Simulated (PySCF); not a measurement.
H$_{4}$AlFO$_{2}$Si, singlet, at a GFN2-xTB geometry (such geometries of metal compounds can be far from the true shape). Base run: PBE/6-31G in PySCF.

Input for PySCF:
```python
from pyscf import gto, scf, dft, solvent

mol = gto.M(
    atom='''
Si   -1.468325    0.064231   -0.102279
F    -1.781279   -1.365417   -0.802784
Al    0.903171    0.276965    0.210098
O     1.291033    1.682144    0.984751
O     1.878605   -0.931230   -0.344106
H    -2.144332    0.979430   -1.034484
H    -2.329881   -0.020731    1.086846
H     1.566835    2.473077    1.425781
H     2.397108   -1.650122   -0.677606
''',
    basis='6-31g',
    charge=0,
    spin=0,
    verbose=4,
)

mf = dft.RKS(mol)
mf.xc = 'pbe'
mf.kernel()
```

Variants of this job, named by their change:

| change | ΔE vs base (kJ/mol) | dipole (D) | HOMO-LUMO gap (eV) |
|---|---|---|---|
| base | 0.00 | 3.36 | 5.23 |
| model = IEF-PCM; solvent = tetrahydrofuran | -31.6 | 3.85 | 5.38 |
| model = SS(V)PE; solvent = methanol | [?] | 3.93 | 5.39 |
| model = IEF-PCM; solvent = methanol; vdw_scale = 1.1 | -53.7 | 4.03 | 5.41 |
| model = IEF-PCM; solvent = methanol; vdw_scale = 1.4 | [?] | [?] | [?] |
| model = ddCOSMO; solvent = methanol | -26.3 | 3.83 | 5.39 |
| model = IEF-PCM; solvent = methanol; r_probe = 0.5 | -14.20 | 3.74 | 5.34 |
| model = IEF-PCM; solvent = methanol | -37.5 | 3.94 | 5.39 |
| model = COSMO; solvent = methanol | -37.4 | 3.93 | 5.39 |
| model = IEF-PCM; solvent = methanol; vdw_scale = 1.0 | [?] | [?] | [?] |
| model = IEF-PCM; solvent = methanol; lebedev_order = 11 | -36.1 | 3.93 | 5.39 |
| model = C-PCM; solvent = methanol | -38.1 | 3.94 | 5.39 |

Task: Some entries are withheld; supply them.

Result: 
- model = SS(V)PE; solvent = methanol, ΔE vs base (kJ/mol): -37.3
- model = IEF-PCM; solvent = methanol; vdw_scale = 1.4, ΔE vs base (kJ/mol): -20.65
- model = IEF-PCM; solvent = methanol; vdw_scale = 1.4, dipole (D): 3.81
- model = IEF-PCM; solvent = methanol; vdw_scale = 1.4, HOMO-LUMO gap (eV): 5.35
- model = IEF-PCM; solvent = methanol; vdw_scale = 1.0, ΔE vs base (kJ/mol): -81.0
- model = IEF-PCM; solvent = methanol; vdw_scale = 1.0, dipole (D): 4.15
- model = IEF-PCM; solvent = methanol; vdw_scale = 1.0, HOMO-LUMO gap (eV): 5.43

The base is the gas phase, so ΔE is the electrostatic part of solvation at a fixed geometry, without cavity and dispersion terms.
